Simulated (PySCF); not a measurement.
## Two-component Hartree-Fock for V³⁺ (vanadium, charge +3)

Start: [Ar] 3d2; 3d5/2 filled at m_j = +3/2, +5/2. Calculated with PySCF 2.14 in x2c-TZVPall-2c (6s7p4d1f, 54 functions): generalised Hartree-Fock with the X2C-1e Hamiltonian and a Gaussian nucleus; one run each with spin-orbit coupling (SO) switched off, then screened by Boettger's factors. This is a chosen level, not necessarily the ground level.

| spinor shell | electrons | ε, spin-free (eV) | ε, screened SO (eV) | weight of nominal j (screened SO) | rms radius, screened SO (bohr) |
| --- | --- | --- | --- | --- | --- |
| 1s1/2 | 2 | -5555.2 | -5555.2 | 1.000 | 0.0768 |
| 2s1/2 | 2 | -692.72 | -692.73 | 1.000 | 0.332 |
| 2p1/2 | 2 | -581.26 | -585.95 | 0.995 | 0.301 |
| 2p3/2 | 4 | -581.26 | -578.98 | 0.998 | 0.304 |
| 3s1/2 | 2 | -121.50 | -121.51 | 1.000 | 1.00 |
| 3p1/2 | 2 | -88.447 | -87.188 | 0.706 | 1.08 |
| 3d5/2 | 2 | -47.076 | -47.056 | 0.896 | 1.28 |

Problem. Where does 3p3/2 lie, and what is the 3p spin-orbit splitting (screened SO)?

Solution. At -89.092 eV, -1.905 eV above 3p1/2.

```json
{"quantity": "E (hartree)", "spin-free": "-946.37637", "screened SO": "-946.38356"}
{"quantity": "M_J", "spin-free": "4", "screened SO": "4"}
{"quantity": "⟨J²⟩", "spin-free": "20.004", "screened SO": "20.004"}
{"quantity": "⟨L²⟩", "spin-free": "12.004", "screened SO": "12.005"}
{"quantity": "⟨S²⟩", "spin-free": "2.001", "screened SO": "2.001"}
```

Each row is a mean over spinors that exchange with the open shell spreads, by up to 8.843 eV (3p3/2).

Rows whose weight is well below 1 are mixtures of j = l ± 1/2: exchange outweighs spin-orbit coupling there, and the label is only the starting occupation.

Without spin-orbit coupling the j labels of p, d and f shells carry no meaning; the spin-free column gives the mean over the occupied spinors of each nl shell.
